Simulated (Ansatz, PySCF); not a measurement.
Sr(Cl)2 cation (Cl2Sr), SMILES [Cl][Sr][Cl] (connectivity only; charge and spin as stated), charge +1, multiplicity 2. Atoms are numbered in the order given.

```xyz
3

Sr     0.0000     0.0000    -1.4985
Cl     0.0000     1.3658     0.7889
Cl     0.0000    -1.3658     0.7889
```
Charge +1, spin multiplicity 2.

Coordinates come from a B3LYP-D3(BJ)/def2-TZVP optimisation. The multiplicity is an assumed one; other spin states were not compared. The isomer is the one that the SMILES or the coordinates give; other isomers of the formula were not compared. The def2 effective core potentials stand for the cores of Sr; spin–orbit coupling is left out.

Two levels are set side by side: PBE-D3(BJ)/def2-TZVP (Ansatz, a quantum-chemistry and plane-wave program) and B3LYP-D3(BJ)/def2-TZVP (Ansatz). Each level has its own optimised geometry; the coordinates shown are those of the second. Frequencies come from the Hessian of PySCF at each geometry. Differences are taken from unrounded values.

```tsv
quantity	B3LYP-D3(BJ)
mean bond length (Å)	2.664
bond Sr1–Cl2 (Å)	2.664
bond Sr1–Cl3 (Å)	2.664
highest harmonic wavenumber (cm⁻¹)	295
mean harmonic wavenumber (cm⁻¹)	228
zero-point energy (kcal/mol)	0.98
```

Task: What does PBE-D3(BJ) give, and how far is it from B3LYP-D3(BJ)? (An estimate is asked for; the answer gives what the named calculation found.)

Result: 
```json
[
 {"quantity": "mean bond length (Å)", "PBE-D3(BJ)": "2.647", "PBE-D3(BJ) minus B3LYP-D3(BJ)": "-0.017"},
 {"quantity": "bond Sr1–Cl2 (Å)", "PBE-D3(BJ)": "2.647", "PBE-D3(BJ) minus B3LYP-D3(BJ)": "-0.017"},
 {"quantity": "bond Sr1–Cl3 (Å)", "PBE-D3(BJ)": "2.647", "PBE-D3(BJ) minus B3LYP-D3(BJ)": "-0.017"},
 {"quantity": "highest harmonic wavenumber (cm⁻¹)", "PBE-D3(BJ)": "295", "PBE-D3(BJ) minus B3LYP-D3(BJ)": "-1"},
 {"quantity": "mean harmonic wavenumber (cm⁻¹)", "PBE-D3(BJ)": "229", "PBE-D3(BJ) minus B3LYP-D3(BJ)": "1"},
 {"quantity": "zero-point energy (kcal/mol)", "PBE-D3(BJ)": "0.98", "PBE-D3(BJ) minus B3LYP-D3(BJ)": "0.00"}
]
```

Here PBE gives about what the other level gives.
